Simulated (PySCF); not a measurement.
C5H13BSi.
Z-matrix (Å and degrees, PBE0-D3(BJ)/def2-SVP geometry), rows numbered from 1:
```
Si
C   1  1.8889
B   2  1.5567  1  108.74
C   3  1.5798  2  126.91  1   -86.75
C   4  1.5350  3  104.49  2  -172.50
C   5  1.5325  4  105.14  3   -30.40
C   6  1.5345  5  105.02  4    39.10
H   1  1.4961  2  110.77  3    60.34
H   1  1.4957  2  110.66  3   -59.48
H   1  1.4957  2  110.59  3  -179.60
H   2  1.1032  1  105.50  3   121.28
H   2  1.1029  1  106.26  3  -122.55
H   4  1.1014  3  116.91  2   -43.78
H   4  1.1114  3  104.39  2    72.18
H   5  1.1018  4  113.95  3  -154.27
H   5  1.1048  4  109.30  3    86.71
H   6  1.1020  5  112.69  4   163.74
H   6  1.1048  5  109.30  4   -78.07
H   7  1.1013  3  117.32  2   -34.93
H   7  1.1118  3  103.67  2    80.97
```

Linear response at PBE0/def2-SVPD (PySCF, frozen core in the response, non-relativistic).

Static isotropic polarisability: 99.27 au (14.71 Å³), principal values 87.8, 93.8, 116.2 au.

What is the polarisability at 1064 nm and at the sodium D line?

100.11 au at 1064 nm (+0.9 %), 102.11 au at 589.3 nm (+2.9 %). The rise at 589.3 nm is 3.35 times that at 1064 nm; a pure ω² law gives 3.26. The lowest singlet lies at 213 nm, shorter than both wavelengths.

What is the isotropic C6 coefficient between two such molecules, C6 = (3/π)∫α(iω)² dω?

3874 au (Eh·bohr⁶) by a ten-point quadrature over imaginary frequencies, which is 2320 eV·Å⁶ or 223 J·nm⁶/mol.

Which effective excitation energy ω̄ makes London's formula C6 = (3/4)α²ω̄ exact here?

ω̄ = 4·C6/(3α²) = 0.524 Eh = 14.3 eV. A one-pole form α(ω) = α/(1 − ω²/ω̄²) fitted to the 1064 nm value gives 12.7 eV.

What three-body coefficient follows from the one-pole estimate C9 = (3/4)·α·C6?

288000 au. This is an estimate from the two numbers above, not a computed integral.

What molar refraction at the D line follows from R = (4π/3)·N_A·α′, with α′ the polarisability volume?

α′ = 15.13 Å³ gives R = 38.17 cm³/mol, for isolated, non-vibrating species.

How many electrons N does the Slater–Kirkwood formula C6 = (3/4)·√N·α^(3/2) need to give this C6?

N = (4·C6/3)²/α³ = 27.3; the species has 62 electrons in all.

One conformer stands for the species.
